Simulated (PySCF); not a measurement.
Br2Ga, charge +1. Atoms are numbered in the order given.

```xyz
3

Ga     0.0000     0.0000     0.0000
Br     0.0000     0.0000    -2.1652
Br     0.0000     0.0000     2.1652
```
Charge +1, spin multiplicity 1.

Coordinates come from a ωB97X-D3(BJ)/def2-SVP optimisation. The spin state was assumed, not searched. The isomer is the one that the SMILES or the coordinates give; other isomers of the formula were not compared.

The numbers are results of IEF-PCM-B3LYP/def2-SVP (PySCF 2.14.0), not measurements.

The values are the electrostatic part of the solvation free energy, E(continuum) − E(gas) at the gas-phase geometry, in a cavity of scaled van der Waals radii (PySCF's table); cavitation and dispersion terms are not included. A continuum can't describe solvent molecules that bind to the metal. In vacuum the orbital gap is 5.44 eV.

```csv
solvent,ε,ΔG(elec) (kcal/mol),gap (eV)
water,78.36,-62.9,5.60
methanol,32.61,-61.7,5.60
chlorobenzene,5.70,…,…
```

Task: Fill in the missing entries. (An estimate is asked for; the answer gives what the named calculation found.)

Result: 
- chlorobenzene, ΔG(elec) (kcal/mol): -51.8
- chlorobenzene, gap (eV): 5.56
